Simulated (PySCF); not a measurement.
SMILES C=Cc1ccc(N)cc1, singlet, GFN2-xTB optimised geometry.

```
18

C     -1.02    -3.03     0.00
C     -1.46    -1.78     0.00
C     -0.66    -0.56     0.00
C     -1.31     0.68     0.00
C     -0.60     1.86     0.00
C      0.80     1.85     0.00
N      1.51     3.03     0.07
C      1.45     0.62     0.00
C      0.74    -0.56     0.00
H      0.03    -3.28     0.02
H     -1.69    -3.86     0.00
H     -2.53    -1.61    -0.02
H     -2.39     0.71     0.00
H     -1.12     2.81     0.00
H      2.48     2.98    -0.21
H      1.03     3.86    -0.20
H      2.53     0.59     0.00
H      1.27    -1.50     0.00
```

Density from B3LYP/def2-SVP run with PySCF at that geometry.

Minimum of the electron density along straight lines between bonded atoms, close to the bond critical point (lines longer than 1.1 times the sum of covalent radii, or with two minima, are not listed):

| bond | length / Å | ρ at the minimum / e bohr⁻³ | ∇²ρ there / e bohr⁻⁵ | position (fraction from the first atom) |
|---|---|---|---|---|
| C1–C2 | 1.329 | 0.343 | -0.93 | 0.50 |
| C2–C3 | 1.455 | 0.278 | -0.68 | 0.50 |
| C3–C4 | 1.397 | 0.308 | -0.78 | 0.50 |
| C4–C5 | 1.377 | 0.317 | -0.82 | 0.50 |
| C5–C6 | 1.396 | 0.309 | -0.79 | 0.49 |
| C6–N7 | 1.379 | 0.309 | -0.95 | 0.36 |
| C6–C8 | 1.396 | 0.309 | -0.80 | 0.51 |
| C3–C9 | 1.397 | 0.307 | -0.78 | 0.50 |
| C8–C9 | 1.377 | 0.317 | -0.82 | 0.50 |
| C1–H10 | 1.077 | 0.283 | -1.07 | 0.63 |
| C1–H11 | 1.077 | 0.283 | -1.07 | 0.63 |
| C2–H12 | 1.084 | 0.282 | -1.06 | 0.63 |
| C4–H13 | 1.081 | 0.283 | -1.07 | 0.63 |
| C5–H14 | 1.081 | 0.281 | -1.04 | 0.62 |
| N7–H15 | 1.007 | 0.337 | -1.58 | 0.76 |
| N7–H16 | 1.007 | 0.337 | -1.58 | 0.76 |
| C8–H17 | 1.081 | 0.281 | -1.04 | 0.62 |
| C9–H18 | 1.079 | 0.285 | -1.09 | 0.63 |
